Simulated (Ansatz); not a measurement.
```yaml
crystal:
  periodic: [false, false, false]
  atoms:
    - {symbol: C, position_ang: [-1.587267, 1.233118, -2.240941]}
    - {symbol: O, position_ang: [-0.609692, -0.137243, -2.087500]}
    - {symbol: In, position_ang: [0.603979, -0.551929, -0.253153]}
    - {symbol: O, position_ang: [1.815591, -1.650323, -0.703867]}
    - {symbol: O, position_ang: [0.117103, 0.437844, 1.103380]}
    - {symbol: C, position_ang: [0.568569, 0.040763, 2.596035]}
    - {symbol: H, position_ang: [-2.444619, 0.604604, -1.586440]}
    - {symbol: H, position_ang: [-1.134219, 1.744663, -1.670154]}
    - {symbol: H, position_ang: [-1.822338, 1.152433, -2.962396]}
    - {symbol: H, position_ang: [2.182156, -1.991355, -1.337918]}
    - {symbol: H, position_ang: [0.559081, -1.233655, 2.847118]}
    - {symbol: H, position_ang: [0.152753, 0.364831, 3.383277]}
    - {symbol: H, position_ang: [1.189115, 0.043837, 2.450348]}
basis:
  gaussian: {orbitals: def2-mTZVP}
hamiltonian: {xc: {name: B3LYP}}
accuracy: high
```

```sh
$ ansatz run in.yaml --threads 4 --pin off --events-out ev --progress --plain --max-ram 11315MiB
```

Output, abridged:

```
Functional definition: B3LYP
3436 factors; integrals over basis functions are off by at most 2.1e-8 eV
mean field evaluation 1: about -13462.0204 eV, gradient 1.1e2 eV
mean field evaluation 2: about -13393.7265 eV, gradient 2.0e2 eV
mean field evaluation 4: about -13486.4933 eV, gradient 1.1e1 eV
mean field evaluation 8: about -13486.7545 eV, gradient 1.3e0 eV
mean field evaluation 16: about -13486.9362 eV, gradient 4.1e-4 eV
mean field -13486.93623839 eV, -495.6357649870 hartree, gradient 3.7e-8 eV, S^2 0.000000; 0 other end points of the search recorded, 0 dependent functions left out
reference -13486.93629193 eV, -495.6357669547 hartree; 32, 32 occupied and 135, 135 virtual orbitals, 3436 factors
Total energy: -13486.93629193 eV, -495.6357669547 hartree
```

Run time 6 s (4 threads of an Intel Xeon Platinum 8488C on a shared host); peak host memory 0.94 GiB.
